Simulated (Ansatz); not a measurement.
Total energies of Cd(NH2)2 (CdN₂H₄) from Ansatz at PBE0-D4/def2-TZVP, gas phase (1 Eh = 27.2114 eV = 2625.5 kJ/mol). The reference geometry is relaxed at r2SCAN-D4/def2-TZVP.

```xyz
7

Cd    0.0238   -0.0506   -0.0524
N     1.9696    0.3238    0.2816
H     2.1053    1.1991    0.7789
H     2.3983   -0.3947    0.8584
N    -1.8408   -0.5989   -0.5635
H    -2.1341   -0.1682   -1.4360
H    -2.5220   -0.3106    0.1329
```

| state | geometry | energy (Eh) |
| --- | --- | --- |
| charge 0 singlet | reference | -279.57989 |
| charge 1 doublet | reference | -279.26100 |
| free Cd atom (singlet) | – | -167.77479 |
| free N atom (quartet) | – | -54.54382 |
| free H atom (doublet) | – | -0.50104 |

In the def2 sets Cd takes a core potential; there is no spin–orbit coupling.

Q: Work out the vertical ionisation energy to the doublet.

A: E(charge 1 doublet) − E(charge 0 singlet) = -279.26100 − (-279.57989) = 0.31889 Eh = 8.68 eV. For comparison, −ε of the highest occupied level is 6.69 eV at this level, 1.99 eV less.

Q: What is the binding energy per atom against free atoms?

A: Atoms: 1 × (-167.77479) + 2 × (-54.54382) + 4 × (-0.50104) = -278.86659 Eh. Binding: -278.86659 − (-279.57989) = 0.71330 Eh = 19.41 eV, or 2.77 eV for each of 7 atoms (no zero-point energy, no counterpoise term).
